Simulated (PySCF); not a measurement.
## WSI₂: from structure and modes to constants

Level of theory: UPBE0 in PySCF with W def2-SVP with ECP60, S def2-SVP, I def2-SVP with ECP28; scalar-relativistic core potentials, no spin–orbit coupling; density-fitted integrals.

The triplet minimum has C2v symmetry. Masses (u): W 183.95093, S 31.97207, I 126.90447.

```xyz
4
charge 0 multiplicity 3, angstrom
W     0.0000    0.0000    0.5134
S     0.0000    0.0000    2.6158
I     2.3184    0.0000   -0.7004
I    -2.3184    0.0000   -0.7004
```

Harmonic wavenumbers (cm⁻¹): 50.6 (a1, ×1), 56.5 (b1, ×1), 93.4 (b2, ×1), 188.6 (a1, ×1), 234.8 (b2, ×1), 566.2 (a1, ×1).

Question: What is the harmonic zero-point energy?

Answer: Half the sum of all 6 wavenumbers, 1190/2 = 595 cm⁻¹, which is 7.1 kJ/mol (1 cm⁻¹ = 0.0119627 kJ/mol).

Question: Find the vibrational entropy and heat capacity at 298.15 K.

Answer: With u = 1.43878 ω/T, each mode gives S = R[u/(eᵘ−1) − ln(1−e⁻ᵘ)] and C = R u² eᵘ/(eᵘ−1)².
| ω (cm⁻¹) | u | S (J/(mol K)) | C (J/(mol K)) |
| --- | --- | --- | --- |
| 50.6 | 0.244 | 20.06 | 8.27 |
| 56.5 | 0.273 | 19.14 | 8.26 |
| 93.4 | 0.451 | 15.01 | 8.18 |
| 188.6 | 0.910 | 9.38 | 7.76 |
| 234.8 | 1.133 | 7.71 | 7.48 |
| 566.2 | 2.732 | 2.14 | 4.62 |
The sums over all modes are S = 73.4 and C = 44.6 J/(mol K); the softest mode gives 27 % of the entropy.

Question: Give the standard entropy (298.15 K, 1 bar) by its translational, rotational, vibrational and spin parts, and Cp.

Answer: Sackur–Tetrode with M = 469.73 u gives 185.6; rotation with symmetry number 2 gives 128.6; vibration 73.4; spin R ln 3 = 9.1. The total is 396.8 J/(mol K), and Cp = 4 R + 44.6 = 77.8 J/(mol K).

Only a few start shapes were tried, so a lower isomer may exist. Open d and f shells are described by one determinant, and the ground state may have another occupation or spin. Spin–orbit coupling, left out here, can matter for elements this heavy.
